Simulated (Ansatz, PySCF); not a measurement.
PySCF was given this input:
```python
from pyscf import gto, scf, mp

mol = gto.M(
    atom='''
C    -0.122049   -0.004221    0.645091
F    -0.023478    1.132899   -0.272100
F     0.003141   -1.130746   -0.281877
H     0.915325    0.005947    1.115243
''',
    basis='aug-cc-pvdz',
    charge=-1,
    spin=0,
    verbose=4,
)

mf = scf.RHF(mol)
mf.kernel()

pt = mp.MP2(mf, frozen=3)
pt.kernel()
print('E(MP2) = %.10f' % pt.e_tot)
```

Problem. Give the equivalent Ansatz (an electronic-structure program) input.

Solution. One answer among several that fit: 
Ansatz 0.2 input:
```yaml
crystal:
  periodic: [false, false, false]
  atoms:
    - {symbol: C, position_ang: [-0.12204909, -0.00422136, 0.64509125]}
    - {symbol: F, position_ang: [-0.02347795, 1.13289904, -0.27210005]}
    - {symbol: F, position_ang: [0.00314120, -1.13074558, -0.28187669]}
    - {symbol: H, position_ang: [0.91532526, 0.00594698, 1.11524321]}
basis:
  gaussian:
    orbitals: aug-cc-pVDZ
total_charge: -1
magnetization: {spin_polarized: false}
correlation: {method: mp2, electrons: outside_noble_gas}
accuracy: high
```

Both were run: PySCF gave -237.841418 Eh and Ansatz -237.841418 Eh, 0.000 mEh apart.
